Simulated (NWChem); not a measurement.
Species: AlGeH$_{3}$ClF; SMILES [F][Al]([Cl])[GeH3]

```xyz
7

Al     0.4440     0.7019    -0.0046
Cl    -0.9655     2.2746     0.0116
F      2.0372     1.1588     0.0050
Ge    -0.2210    -1.6746    -0.0093
H     -0.3071    -2.2107     1.4407
H     -1.6086    -1.8611    -0.6649
H      0.8037    -2.5458    -0.7730
```
Atoms are numbered in this order, from 1.

Level: B3LYP/6-31G* (spherical d) (NWChem), optimised geometry, unscaled harmonic frequencies. 

**Question.** List the harmonic frequencies with IR intensities, and the thermochemistry.

**Answer.** 
```
frequency (cm⁻¹)  IR intensity (km/mol)
----------------  ---------------------
42                                  0.1
99                                  2.8
174                                22.3
178                                30.2
297                                 4.7
432                                 0.4
435                                 8.9
547                               169.9
788                               175.6
866                                36.9
878                                29.7
882                                87.2
2100                               71.9
2116                              111.8
2123                              116.7
```

```
Property                                                                           Result
-----------------------------------------------------------------------  ----------------
zero-point energy                                                           17.1 kcal/mol
thermal correction to the enthalpy at 298.15 K (with zero-point energy)     22.1 kcal/mol
heat capacity Cv                                                         21.5 cal/(mol K)
entropy at 298.15 K and 1 atm (symmetry number 1)                        87.5 cal/(mol K)
dipole moment                                                                      1.87 D
```

Rigid rotor and harmonic oscillator; modes under 100 cm⁻¹ make the entropy uncertain.
